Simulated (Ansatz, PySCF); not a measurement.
Complex: NH3 (SMILES N) (first 4 atoms) with CHN (SMILES C#N); geometry from B3LYP-D3(BJ)/def2-TZVP.
(charge 0, multiplicity 1):
```xyz
7

N     -0.3143     0.0262     0.0127
H     -1.1880     0.4366    -0.2992
H      0.4363     0.5891    -0.3731
H     -0.2471    -0.8937    -0.4094
C     -0.1560    -0.1174     3.1640
N     -0.0999    -0.1683     4.3091
H     -0.2095    -0.0691     2.0800
```

Basis-set superposition error: the interaction energy with monomers in their own basis, and in the dimer's basis (counterpoise).

The values were computed with Ansatz (a quantum-chemistry and plane-wave program) with Gaussian orbitals; PySCF for 6-31G* rows. Values without a source in brackets are computed.

```tsv
level	uncorrected (kcal/mol)	counterpoise (kcal/mol)	difference
HF/aug-cc-pVDZ	-5.98	-5.45	0.53
r2SCAN/def2-TZVPPD	-6.70	-6.57	0.13
PBE0/def2-TZVPPD	-7.05	-6.92	0.13
BHLYP/def2-TZVPPD	-6.89	-6.78	0.11
CAM-B3LYP/def2-TZVPPD	-6.92	-6.78	0.14
B2PLYP/def2-TZVPPD	-6.51	-6.27	0.24
MP2/6-31G*	-9.23	-7.49	1.74
SCS-MP2/aug-cc-pVTZ	-6.42	-5.78	0.64
CCSD/aug-cc-pVDZ	-6.81	-5.50	1.31
CCSD(T)/aug-cc-pVDZ	-7.11	-5.67	1.44
```

The error is largest for MP2/6-31G* (1.74 kcal/mol) and smallest for BHLYP/def2-TZVPPD (0.11 kcal/mol).
